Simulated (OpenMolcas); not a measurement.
Os4+: moving the ligands

Os4+ with 6 ligands (fluoride) in octahedral coordination (Oh) at 1.94 Å. A charge of +0.333 e stands 3.2 Å behind each ligand. Ligand basis ANO-RCC-VDZP.

| Quantity | Value |
| --- | --- |
| Program | OpenMolcas 26.06 |
| Method | CASSCF |
| Basis | ANO-RCC-VDZP [7s6p4d2f1g] |
| Scalar Hamiltonian | DKH2, point nucleus |
| Active space | 4 electrons in 5 orbitals (5d) |
| State averaging | 2S+1 = 5 even, 5 roots; 2S+1 = 3 even, 45 roots; 2S+1 = 1 even, 50 roots |
| Spin-orbit coupling | state interaction with AMFI integrals over the reference wave functions |

Runs around this geometry, states (labels of O, the rotations of Oh). Energies in cm-1 above the lowest state or level, χT in cm3 K/mol; under a threefold ground state the first gap can be a small split of the lowest multiplet, not the spin-orbit step; 10Dq and B are least-squares fits to the states below 45000 cm-1, weighted by degeneracy, with a free offset, and given where the rms deviation is under 5 % of |10Dq| (or 100 cm-1) and under 700 cm-1.

```
R (Å)  Ground state  First state of that spin   10Dq  B (rms of fit)  First gap with spin-orbit (degeneracies)  χT at 300 K  First state of another spin
 1.88           3T1                  3E 35410  38410       688 (211)                               3851 (1, 3)        0.192                     1T2 8854
 1.94           3T1                  3E 30436  33281       686 (232)                               4027 (1, 3)        0.181                     1T2 8868
 1.99           3T1                  3E 26867  29927       738 (330)                               4170 (1, 3)        0.173                     1T2 8876
```

Taking |10Dq| as R^-n, n = -ln(29927 / 38410) / ln(1.99 / 1.88) = 4.4 between the shortest and longest distance. The point-charge formula for a cubic d site gives n = 5.

Without dynamic correlation the repulsion within the d shell is too large (B by tens of per cent), so at a given field states of lower spin stand too high. With metal d orbitals alone the field can be off either way by tens of per cent. Ligand-to-metal charge-transfer states are missing. With no ligand orbital active B as a rule stays too high, so bands that hang on it stand too high and its fall with covalency is understated. The least metal-like active orbital is 73 % on the metal (Löwdin) and no ligand orbital is active, so the numbers are rough (holds for R = 1.88). The least metal-like active orbital is 74 % on the metal (Löwdin) and no ligand orbital is active, so the numbers are rough (holds for R = 1.94). This shell can be high or low spin here, a state of another spin lies low, and with metal d orbitals alone active their balance is uncertain, so the ground spin may be wrong, although the usual error favours high spin (holds for R = 1.99). The least metal-like active orbital is 75 % on the metal (Löwdin) and no ligand orbital is active, so the numbers are rough (holds for R = 1.99). No measured value stands beside these numbers; the geometry was imposed, not optimised, and the real ion may take another.
